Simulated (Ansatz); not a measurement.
Cu(NH3)Cl (CuNClH₃), 6 atoms. Hardware: 4 threads of Arm Neoverse V2 on a shared host.

The 6-31G sets use Cartesian d functions. Correlated methods freeze 15 core orbitals.

Task: How many basis functions does each of these Ansatz runs have, and roughly what does it cost? PBE0-D4/def2-TZVP, charge 0 singlet, energy and forces, from earlier orbitals; B3LYP-D4/6-31G, charge 0 singlet, energy; PBE0-D4/def2-SVP, charge 0 singlet, energy, from earlier orbitals; PBE0-D4/def2-SVP, charge 0 singlet, energy with a search over starts; HF/6-31G, charge 0 singlet, energy; PBE-D4/def2-SVP, charge 0 singlet, energy, from earlier orbitals; r2SCAN0-D4/def2-TZVP, charge 0 singlet, energy, from earlier orbitals; MP2/def2-TZVP, charge 0 singlet, energy, from earlier orbitals; PBE-D4/def2-TZVP, charge 0 singlet, energy, from earlier orbitals; BLYP-D4/def2-TZVP, charge 0 singlet, energy, from earlier orbitals; RPA@PBE/def2-TZVP, charge 0 singlet, energy, from earlier orbitals; PBE0-D4/def2-TZVP, charge 0 triplet at the geometry of the charge 0 singlet, energy.

Result: Other jobs shared the machine, so times can vary by a factor of up to 3. A dash marks memory too small to be measured apart from the calling script's.

```tsv
run	functions	fitting or Cholesky vectors	wall time	peak host memory (GiB)
HF/6-31G, charge 0 singlet, energy	57	656	0.25 s	–
PBE-D4/def2-SVP, charge 0 singlet, energy, from earlier orbitals	78	925	0.65 s	–
B3LYP-D4/6-31G, charge 0 singlet, energy	57	656	0.65 s	–
PBE0-D4/def2-SVP, charge 0 singlet, energy, from earlier orbitals	78	808	0.8 s	–
BLYP-D4/def2-TZVP, charge 0 singlet, energy, from earlier orbitals	131	996	0.95 s	–
PBE-D4/def2-TZVP, charge 0 singlet, energy, from earlier orbitals	131	996	0.95 s	–
MP2/def2-TZVP, charge 0 singlet, energy, from earlier orbitals	131	1030	0.95 s	–
PBE0-D4/def2-SVP, charge 0 singlet, energy with a search over starts	78	808	1.1 s	–
PBE0-D4/def2-TZVP, charge 0 singlet, energy and forces, from earlier orbitals	131	1097	1.8 s	–
RPA@PBE/def2-TZVP, charge 0 singlet, energy, from earlier orbitals	131	1030	1.9 s	–
r2SCAN0-D4/def2-TZVP, charge 0 singlet, energy, from earlier orbitals	131	1097	2.5 s	–
PBE0-D4/def2-TZVP, charge 0 triplet at the geometry of the charge 0 singlet, energy	131	1097	8.5 s	0.62
```
